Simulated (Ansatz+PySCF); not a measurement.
Two shapes of sextet MnCl₂.

Shape 1:

```xyz
3

Mn    0.0000    0.0000    0.0000
Cl    0.0000    0.0000    2.1840
Cl    0.0000    0.0000   -2.1840
```

Shape 2:

```xyz
3

Mn    0.0000    0.0000    0.0000
Cl    0.0000    0.0000    2.2714
Cl    0.0000    0.0000   -2.2714
```

Basis set: def2-SVP (spherical functions). Charge 0, multiplicity 6.

Computed with Ansatz (development build ahead of 0.2.0); each method stands on the lowest determinant of its kind that the runs found.

(1) Which shape is lower in energy, and by how much in each method?

Answers

(1)

```json
{"method": "ROHF", "E(2) − E(1) (eV)": "-0.101"}
{"method": "PBE (restricted open-shell)", "E(2) − E(1) (eV)": "0.122"}
{"method": "PBE0 (restricted open-shell)", "E(2) − E(1) (eV)": "0.091"}
{"method": "PBE0 (unrestricted)", "E(2) − E(1) (eV)": "0.093"}
{"method": "ωB97X (unrestricted)", "E(2) − E(1) (eV)": "0.099"}
```

The methods disagree on the order. Caution: other spin multiplicities were not run.
